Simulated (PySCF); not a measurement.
CaCl (SMILES [Cl][Ca]), doublet, geometry from GFN2-xTB (such geometries of metal compounds can be far from the true shape) (the spin is typed, not shown lowest); DF-B3LYP/6-311++G** run with PySCF.

Input for PySCF:
```python
from pyscf import gto, scf, dft
import numpy

mol = gto.M(
    atom='''
Ca   -0.000000   -0.000000   -1.086748
Cl    0.000000    0.000000    1.278527
''',
    basis='6-311++g**',
    charge=0,
    spin=1,
    verbose=4,
)
print('smallest overlap eigenvalue', numpy.linalg.eigvalsh(mol.intor('int1e_ovlp'))[0])

mf = dft.UKS(mol)
mf.xc = 'b3lyp'
mf = mf.density_fit(auxbasis='def2-universal-jkfit')
mf = scf.addons.remove_linear_dep_(mf, threshold=1e-3, lindep=1e-3)
mf.kernel()
```

The log (banner, timings and long lists left out):

```
PySCF version 2.14.0

[INPUT] verbose = 4
[INPUT] num. atoms = 2
[INPUT] num. electrons = 37
[INPUT] charge = 0
[INPUT] spin (= nelec alpha-beta = 2S) = 1
[INPUT] symmetry False subgroup None
[INPUT] Mole.unit = angstrom
[INPUT] Symbol           X                Y                Z      unit          X                Y                Z       unit  Magmom
[INPUT]  1 Ca     0.000000000000   0.000000000000  -1.086748000000 AA    0.000000000000   0.000000000000  -2.053656086419 Bohr   0.0
[INPUT]  2 Cl     0.000000000000   0.000000000000   1.278527000000 AA    0.000000000000   0.000000000000   2.416065872862 Bohr   0.0

nuclear repulsion = 76.0673713258712
number of shells = 33
number of NR pGTOs = 123
number of NR cGTOs = 73
basis = 6-311++g**
ecp = {}
input.py:19: DeprecationWarning: remove_linear_dep_ is deprecated and will be removed in a future release. Linear dependency handling is now built into the SCF procedure by default. Linear dependency removal can be controlled using the following settings:
  pyscf.scf.hf.remove_overlap_zero_eigenvalue = True
  pyscf.scf.hf.overlap_zero_eigenvalue_threshold = 1e-6

  mf = scf.addons.remove_linear_dep_(mf, threshold=1e-3, lindep=1e-3)
smallest overlap eigenvalue 0.010045114458184652

******** <class 'pyscf.df.df_jk.DFUKS'> ********
method = DFUKS
initial guess = minao
damping factor = 0
level_shift factor = 0
DIIS = <class 'pyscf.scf.diis.CDIIS'>
diis_start_cycle = 1
diis_space = 8
diis_damp = 0
SCF conv_tol = 1e-09
SCF conv_tol_grad = None
SCF max_cycles = 50
direct_scf = False
number electrons alpha = 19  beta = 18
XC library pyscf.dft.libxc version 7.1.2
    S. Lehtola, C. Steigemann, M. J. T. Oliveira, and M. A. L. Marques,  SoftwareX 7, 1–5 (2018)
XC functionals = b3lyp
    P. J. Stephens, F. J. Devlin, C. F. Chabalowski, and M. J. Frisch,  J. Phys. Chem. 98, 11623 (1994)
radial grids:
    Treutler-Ahlrichs [JCP 102, 346 (1995); DOI:10.1063/1.469408] (M4) radial grids

becke partition: Becke, JCP 88, 2547 (1988); DOI:10.1063/1.454033
pruning grids: <function nwchem_prune>
grids dens level: 3
symmetrized grids: False
atomic radii adjust function: <function treutler_atomic_radii_adjust>
small_rho_cutoff = 0
Set gradient conv threshold to 3.16228e-05
tot grids = 39304
******** <class 'pyscf.df.df.DF'> ********
auxbasis = def2-universal-jkfit
init E= -1137.77339388362

cycle= 1 E= -1137.84450891374  delta_E= -0.0711  |g|= 0.32  |ddm|= 1.19
cycle= 2 E= -1137.78006388137  delta_E= 0.0644  |g|= 0.44  |ddm|= 0.801
cycle= 3 E= -1137.89024391418  delta_E= -0.11  |g|= 0.052  |ddm|= 0.507
cycle= 4 E= -1137.89164456272  delta_E= -0.0014  |g|= 0.0152  |ddm|= 0.108
cycle= 5 E= -1137.89175239877  delta_E= -0.000108  |g|= 0.00234  |ddm|= 0.0343
cycle= 6 E= -1137.89175905591  delta_E= -6.66e-06  |g|= 0.000646  |ddm|= 0.0181
cycle= 7 E= -1137.89175977215  delta_E= -7.16e-07  |g|= 0.000284  |ddm|= 0.00648
cycle= 8 E= -1137.8917599177  delta_E= -1.46e-07  |g|= 7.57e-05  |ddm|= 0.00354
cycle= 9 E= -1137.89175992653  delta_E= -8.83e-09  |g|= 1.04e-05  |ddm|= 0.000713
cycle= 10 E= -1137.89175992684  delta_E= -3.08e-10  |g|= 2.17e-06  |ddm|= 7.76e-05
Extra cycle  E= -1137.89175992684  delta_E= -2.05e-12  |g|= 1.88e-06  |ddm|= 7.99e-06
converged SCF energy = -1137.89175992684  <S^2> = 0.75015879  2S+1 = 2.0001588
```
